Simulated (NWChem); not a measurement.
## CH7InO2 in NWChem

```xyz
11

In    -0.6982    -0.0355    -0.2364
H     -1.5092    -0.9192     1.0032
H     -0.8483    -0.1290    -1.9571
O      0.1083     1.6904     0.4851
H      0.3344     2.3020    -0.2241
C      2.3856    -0.3807     0.8893
O      1.4536    -1.0227     0.0268
H      2.4012    -0.8508     1.8860
H      2.0279     0.6551     0.9854
H      3.3974    -0.4004     0.4534
H      1.6009    -1.9740     0.0066
```
Charge 0, spin multiplicity 1.

Everything below was run with NWChem. Structure: optimised with PBE0/def2-SVP with def2 effective core potentials on In, with no frequency check, so it may be a saddle point. It is one conformer; others weren't searched.

Effective core potentials replace the inner electrons of In; spin-orbit coupling is left out. The structure started from a generated list of species. No SCF solution was tested for a lower state. Open-shell Hartree-Fock references start from PBE0 orbitals.

Worked example. At MP2/def2-TZVP the molecule has a total energy of -381.90653 Ha and the free atoms (multiplicities In 2, H 2, O 3, C 3) C -37.75859, H -0.49981, O -74.95729, In -189.45847 Ha. The electronic atomisation energy is the atoms' sum less the molecule's energy.

1·(-189.45847) + 7·(-0.49981) + 2·(-74.95729) + 1·(-37.75859) = -380.63031 Ha for the atoms; less the molecule's energy this leaves 1.27622 Ha, or 800.8 kcal/mol (3351 kJ/mol), without zero-point, thermal or spin-orbit terms. For one electron MP2 and coupled cluster equal Hartree-Fock, which gives the hydrogen atom's value.
